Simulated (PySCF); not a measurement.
How methods differ on the electron affinity of Rh

Rh⁻ [Kr] 4d8 5s2 (3F) → Rh [Kr] 4d8 5s1 (4F), as a difference of total energies. Computed with PySCF 2.14 in aug-cc-pwCVTZ-PP with ECP28MDF (8s8p7d4f3g, 122 functions), with scalar relativity through the core potential. Correlated levels: valence: 4s2 4p6 frozen; valence and next inner shell: nothing frozen outside the core potential. The calculations carry no spin-orbit coupling.

```csv
method,electron affinity (eV),difference from reference (eV)
UHF,-0.067,-1.210
LDA,1.421,+0.278
PBE,1.153,+0.010
PBE0,0.923,-0.220
r2SCAN,1.043,-0.100
wB97M-V,1.002,-0.141
M06,1.529,+0.386
B2PLYP,1.049,-0.094
MP2 (valence),0.755,-0.388
SCS-MP2 (valence),0.831,-0.312
MP2 (valence and next inner shell),0.801,-0.342
SCS-MP2 (valence and next inner shell),0.853,-0.290
```

Reference: 1.143 eV (measured; photodetachment measurements, as compiled on the Wikipedia data page of electron affinities).

The reference lies between the lowest fine-structure levels, while these numbers refer to the centres of the terms.

Errors of the correlated levels include the incompleteness of this basis and the frozen core.

A negative affinity means that the anion lies above the atom at that level of theory.

In the anion the highest occupied orbital energy is positive at LDA, PBE, PBE0, r2SCAN, M06, B2PLYP, a self-interaction effect; the basis confines that electron, and the energy difference can still be sensible.
